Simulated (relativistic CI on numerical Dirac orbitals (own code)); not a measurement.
# Transition arrays of Sr14+

These numbers are calculated, not measured: Dirac-Coulomb-Breit CI, separate exchange-only KLI orbitals for each configuration, a model potential for QED, valence Slater integrals scaled by 0.9, whole transition arrays (own radial code, finite nucleus).

CI space (outside the closed core [Ne] 3s2): 3p6.3d6, 3p6.3d5.4f, 3p5.3d7, 3p6.3d5.4p, 3p6.3d5.5f. Levels of other configurations are missing.

All E1 lines from the levels of 3p6.3d6; mean and standard deviation are weighted by gf, and upper levels are sorted by their leading configuration.

```tsv
Upper configuration	Lines	Σgf	Mean (eV)	Mean (nm)	σ (eV)	Strongest line (nm)
3p6.3d5.4f	5470	676.7	311.54	3.980	4.39	3.947
3p5.3d7	1718	200.8	143.64	8.632	10.04	7.880
3p6.3d5.4p	3245	61.4	225.60	5.496	4.28	5.521
3p6.3d5.5f	5470	330.6	381.58	3.249	4.91	3.240
```

Σgf per state of the lower configuration in bins of 0.2 nm over the central range (centre: value): 3.1: 0.19, 3.3: 1.38, 3.9: 2.33, 4.1: 0.89, 5.3: 0.04, 5.5: 0.21, 5.7: 0.05, 7.9: 0.11, 8.1: 0.17, 8.3: 0.09, 8.5: 0.08, 8.7: 0.11, 8.9: 0.10, 9.1: 0.07, 9.3: 0.07.

Task: How do configuration mixing and the scaling of the Slater integrals move the arrays?

Result: Slater scale 0.9, no configuration mixing: 3p6.3d5.4f 311.7 ± 4.4 eV (Σgf 694.1), 3p5.3d7 144.2 ± 10.2 eV (Σgf 224.0), 3p6.3d5.4p 225.8 ± 4.3 eV (Σgf 63.9), 3p6.3d5.5f 381.3 ± 4.9 eV (Σgf 245.6); Slater scale 1: 3p6.3d5.4f 312.2 ± 4.8 eV (Σgf 681.3), 3p5.3d7 144.7 ± 10.9 eV (Σgf 199.6), 3p6.3d5.4p 225.7 ± 4.7 eV (Σgf 61.2), 3p6.3d5.5f 381.9 ± 5.4 eV (Σgf 333.9); Slater scale 0.8: 3p6.3d5.4f 310.9 ± 3.9 eV (Σgf 672.0), 3p5.3d7 142.6 ± 9.2 eV (Σgf 202.0), 3p6.3d5.4p 225.5 ± 3.8 eV (Σgf 61.6), 3p6.3d5.5f 381.3 ± 4.4 eV (Σgf 327.4). With mixing, levels are counted to their leading configuration, so an array can shrink or vanish into another, and the sums then hold other lines.
